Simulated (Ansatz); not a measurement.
Correlation energies of CH3BSTe (`[TeH]B1CS1`) by basis set

```xyz
7

Te    0.585   -0.792   -2.206
B    -0.376   -0.181   -0.441
C    -0.278    0.355    0.990
S    -1.958    0.013    0.277
H     2.105   -0.501   -1.610
H     0.000   -0.300    1.811
H    -0.078    1.406    1.178
```

Total charge 0; spin multiplicity 1. Correlated methods include outer-core shells of Te, which these sets cover unevenly. Te takes the def2 core potential. Geometry: relaxed with PBE0-D4/def2-TZVP. Frozen core, restricted reference, the Gaussian-basis code of Ansatz.

```
     basis     HF (Eh)  MP2 corr.
  def2-SVP  -728.65207   -0.46994
def2-TZVPP  -728.87076   -0.90415
def2-QZVPP  -728.88596   -1.09534
```

**Question.** Estimate the CCSD correlation energy and the (T) correction in each basis where they were run (hartree).

**Answer.** 
| basis | CCSD corr. | (T) |
| --- | --- | --- |
| def2-SVP | -0.50863 | -0.01993 |
| def2-TZVPP | -0.90705 | -0.03631 |
